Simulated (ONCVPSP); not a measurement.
**Building the ONCV potential for carbon (PBEsol, non-relativistic).**

- Element: C
- Generator: ONCVPSP 4.0.1
- Type: optimised norm-conserving Vanderbilt (ONCV)
- Functional: PBEsol
- Relativity: non-relativistic
- Frozen core: [He]
- Valence charge: 4
- Reference configuration: 2s2 (charge +2)
- Partial waves: 2s: rc 1.20 bohr, ncon 4, nbas 7, qcut 4.4 1/bohr, 3 projectors, debl 1.3 Ha; p scattering state at 0.14 Ha: rc 1.10 bohr, ncon 4, nbas 7, qcut 7.8 1/bohr, 2 projectors, debl 1.5 Ha; d scattering state at 0.26 Ha: rc 1.20 bohr, ncon 4, nbas 9, qcut 7.3 1/bohr, 1 projector
- Local potential: polynomial inside 1.00 bohr (lpopt 5, dvloc0 0 Ha)
- Core correction: Teter function, fcfact 4.5, rcfact 1.6

In the s channel the program set the typed energies aside and used -1.476, 0.250, 1.550 Ha. In the p channel the program set the typed energies aside and used 0.050, 1.550 Ha.

All-electron outer shells of the reference configuration (PBEsol, non-relativistic, ld1.x):

| shell | level (eV) | outermost node (bohr) | outermost maximum (bohr) |
| --- | --- | --- | --- |
| 1s | -306.99 | – | 0.18 |
| 2s | -40.16 | 0.37 | 1.13 |

**Question.** Does the generator finish with these settings?

**Answer.** Yes, a potential is produced and its reference levels are reproduced.

**Question.** Estimate the cutoffs (Ha) at which the residual kinetic energy of the hardest occupied pseudo-wave falls to 1 and 0.1 mHa per electron.

**Answer.** 65 Ha and 83 Ha.

**Question.** What does a ghost test show?

**Answer.** Ghosts flagged at negative energy: s at -2228.5 eV; no localised positive-energy state flagged. A true bound ghost makes a file unfit for plane-wave use.

Its largest configuration-test error is +33 meV (2s2 2p2). 1 of 4 tests not solved or not reliable.
